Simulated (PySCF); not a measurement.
A PySCF script (with the pyscf-properties extension) for the NMR shieldings of `InChI=1S/C3H12N2Si3/c4-1-2-8(3-6)7-5/h8H,2-3,5,7H2,6H3/t8-/m0/s1`, on a GFN2-xTB geometry:

```python
import basis_set_exchange as bse
import numpy as np
from pyscf import gto, dft
from pyscf.prop import nmr

atoms = """
N    -1.518791   -3.269718   -0.777658
C    -1.068251   -2.788164    0.159467
C    -0.484263   -2.142806    1.284585
Si    0.113454   -0.367283    0.788836
C     1.300738   -0.613173   -0.685167
Si    2.050549    0.971000   -1.411249
Si   -1.717956    0.962136    0.324675
N    -1.134480    2.576510    0.488508
H     0.354358   -2.744197    1.636339
H    -1.221639   -2.086335    2.085246
H     0.942702    0.020980    1.950817
H     0.760811   -1.136408   -1.476826
H     2.112162   -1.280726   -0.389527
H     3.046309    0.643821   -2.433944
H     2.687090    1.749722   -0.345048
H     0.986564    1.783048   -2.012487
H    -2.799623    0.891293    1.316352
H    -2.340646    0.658226   -0.978310
H    -0.281744    2.844724    0.024657
H    -1.792491    3.338030    0.447699
"""
names = dict.fromkeys(["N", "C", "Si", "H"], "pcSseg-1")
basis = {el: gto.basis.parse(bse.get_basis(n, elements=[el], fmt="nwchem")) for el, n in names.items()}
mol = gto.M(atom=atoms, basis=basis, charge=0, verbose=0)
mf = dft.RKS(mol, xc="PBE0")
mf.grids.level = 2
mf.grids.alignment = dft.numint.BLKSIZE   # the property module wants whole blocks of grid points
mf.conv_tol = 1e-9
mf.kernel()

calc = nmr.RKS(mf)   # GIAO
C = mf.mo_coeff
Co = C[:, mf.mo_occ > 0]
resp = mf.gen_response(singlet=True, hermi=2)
def vind(x):   # induced exchange potential for any number of trial vectors
    d = np.einsum("pi,xij,qj->xpq", C, 2 * x.reshape(-1, C.shape[1], Co.shape[1]), Co, optimize=True)
    return np.einsum("xpq,pi,qj->xij", resp(d - d.transpose(0, 2, 1)), C, Co, optimize=True).ravel()
mo1, _ = nmr.rhf.solve_mo1(calc, with_cphf=vind)
sigma = calc.kernel(mo1)
for i, s in enumerate(sigma):   # ppm
    print("%2d %-2s %9.2f" % (i, mol.atom_pure_symbol(i), np.trace(s) / 3))
```

**Question.** What are the results?

**Answer.** 
```
 0 N     -28.95
 1 C      63.34
 2 C     185.67
 3 Si    387.63
 4 C     197.77
 5 Si    425.08
 6 Si    400.94
 7 N     269.15
 8 H      30.04
 9 H      30.17
10 H      27.26
11 H      31.08
12 H      31.60
13 H      27.44
14 H      27.76
15 H      27.70
16 H      26.73
17 H      26.32
18 H      32.07
19 H      31.76
```

These numbers come from an equivalent density-fitted implementation of the same equations, which agrees with the script to about 0.01 ppm for H and up to a few tenths of a ppm for heavy atoms, so last digits may differ.

**Question.** Turn these shieldings into chemical shifts. Shifts are taken against calculated references (same method and geometry level): ¹⁵N (267.73 ppm) vs NH3; TMS for ¹³C (186.93 ppm) and ²⁹Si (349.16 ppm) and ¹H (31.72 ppm).

**Answer.** Averaging equivalent atoms: N 0: 296.7; N 7: -1.4; C 1: 123.6; C 2: 1.3; C 4: -10.8; Si 3: -38.5; Si 6: -51.8; Si 5: -75.9; H 17: 5.39; H 16: 4.99; H 10: 4.46; H 13/14/15: 4.09; H 8: 1.68; H 9: 1.55; H 11: 0.64; H 12: 0.12; H 18/19: -0.20 ppm. Experimental scales use liquid or dissolved standards, which lie at an offset from isolated NH3 (liquid NH3: subtract about 20 ppm). Unscaled 15N shifts of sp2 nitrogen come out 20 to 40 ppm too high even then.

Size and cost of the density-fitted run: 217 basis functions, 2.4 min wall time on 1 thread of an Intel Xeon, shared host; peak memory 0.94 GiB.
